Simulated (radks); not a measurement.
Values are calculated unless marked as measured or tabulated.
Problem. Neutral praseodymium, 59 electrons, occupied as [Xe] 4f3 6s2. Level of theory: Dirac Kohn-Sham, PBEsol, spin-unpolarised, spherical densities, point nucleus; open shells are shared between the two j in proportion to 2j + 1 (a radial shooting solver on a logarithmic mesh with Libxc functionals).

Spin-orbit splittings of the eigenvalues, e(l+1/2) - e(l-1/2), with zeta = 2 splitting/(2l+1) and mean radii in bohr:

| shell | occ. | splitting (eV) | zeta (eV) | <r> j=l-1/2 | <r> j=l+1/2 |
|---|---|---|---|---|---|
| 2p | 6 | 481.9 | 321.3 | 0.08607 | 0.09237 |
| 3p | 6 | 95.46 | 63.64 | 0.2618 | 0.2741 |
| 3d | 10 | 20.58 | 8.233 | 0.2453 | 0.2491 |
| 4p | 6 | 20.60 | 13.73 | 0.6404 | 0.6684 |
| 4d | 10 | ? | ? | 0.7218 | 0.7318 |
| 4f | 3 | 0.3402 | 0.09721 | 1.194 | 1.223 |
| 5p | 6 | 2.801 | 1.867 | 1.706 | 1.797 |

Estimate the 4d splitting.

Solution. 3.612 eV (zeta = 1.445 eV).
